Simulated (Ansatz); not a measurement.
C₆H₁₁F (`FC1CCCCC1`) at its PBE0-D4/def2-TZVP geometry, where that method's forces vanish. The species carries charge 0 and has multiplicity 1.

```xyz
18

F     0.2048   -2.1819    0.3548
C     0.8928   -0.9873    0.5928
C     1.2196   -0.3485   -0.7406
C    -0.0325    0.1276   -1.4651
C    -0.8629    1.0508   -0.5837
C    -1.2196    0.3736    0.7326
C     0.0282   -0.1017    1.4650
H     1.8110   -1.2675    1.1201
H     1.8864    0.5006   -0.5484
H     1.7803   -1.0621   -1.3505
H    -0.6346   -0.7425   -1.7471
H     0.2461    0.6313   -2.3949
H    -0.2938    1.9672   -0.3789
H    -1.7713    1.3594   -1.1089
H    -1.8666   -0.4873    0.5337
H    -1.7892    1.0530    1.3728
H    -0.2334   -0.6449    2.3772
H     0.6345    0.7600    1.7691
```

Problem. What forces (eV/Å) does B3LYP-D4/def2-TZVPP give on these atoms in Ansatz? (Estimate.)

Solution. Ansatz gave: 
```
F1  -0.199 -0.377 -0.065
C2   0.353  0.158  0.173
C3   0.265  0.000 -0.100
C4  -0.054 -0.056 -0.278
C5  -0.107  0.245 -0.085
C6  -0.266 -0.012  0.113
C7   0.063  0.041  0.273
H8  -0.061  0.013 -0.035
H9  -0.026 -0.048 -0.022
H10 -0.023  0.045  0.030
H11  0.035  0.057  0.001
H12 -0.018 -0.031  0.043
H13 -0.037 -0.040 -0.016
H14  0.049 -0.005  0.027
H15  0.026  0.059  0.018
H16  0.022 -0.040 -0.032
H17  0.016  0.037 -0.043
H18 -0.037 -0.046 -0.002
```

B3LYP here is the variant with VWN-RPA as its local correlation; programs differ in this.
